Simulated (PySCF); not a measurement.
Calculation: PySCF 2.14.0 with B3LYP-D3(BJ)/def2-TZVP // PBE0-D4/def2-TZVP. All species are isolated molecules in the gas phase. One relaxed conformer stands for a flexible species; it need not be the lowest. B3LYP has the VWN-RPA correlation part, as in Gaussian. Delta-SCF ions had no search for a lower state. Excitations are Tamm–Dancoff values on a coarser integration grid. The basis has no diffuse functions, so Rydberg states are missing or too high.

Reference species (SMILES): `O[SiH2]O` (H–O–Si–O torsion -66°, O–Si–O–H torsion -66°) (neutral, multiplicity 1).

vertical ionisation energy (Delta-SCF): 11.29 eV
S1–T1 gap (TDA): 0.35 eV

Changed species: `CN[SiH2]O` (C–N–Si–O torsion 83°, N–Si–O–H torsion -73°) (X = methylamino; the reference has X = hydroxy).

Q: Predict the effect on the vertical ionisation energy (Delta-SCF) and S1–T1 gap (TDA).

A: the vertical ionisation energy (Delta-SCF) drops by 2.09 eV, to 9.20 eV; the S1–T1 gap (TDA) rises by 0.03 eV, to 0.38 eV.
